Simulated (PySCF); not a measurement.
Computed shifts of a molecule C3H6BFO2, B3LYP/pcSseg-1 (PySCF), GIAO, gas phase, equivalent atoms averaged, in ppm (number of nuclei): ¹³C: 129.0 (1), 73.8 (1), 23.6 (1). ¹⁹F: -142.9 (1). ¹H: 5.84 (1), 4.75 (1), 4.38 (1), 1.53 (3). References: ¹³C against TMS (σ = 181.3 ppm); ¹⁹F against CFCl3 (σ = 161.7 ppm); ¹⁷O against H2O (σ = 333.8 ppm); ¹¹B against BF3 (σ = 86.3 ppm); ¹H against TMS (σ = 31.68 ppm), references at their B3LYP-D3(BJ)/def2-TZVP geometries, non-relativistic. Geometry: PBE0-D3(BJ)/def2-SVP. Other conformers were not sampled.

Identify the compound among the candidates.
A) C[C@]1(F)OCB1O
B) FB1COCOC1
C) FCB1COCO1
D) CCC1OB(F)O1

A, C[C@]1(F)OCB1O
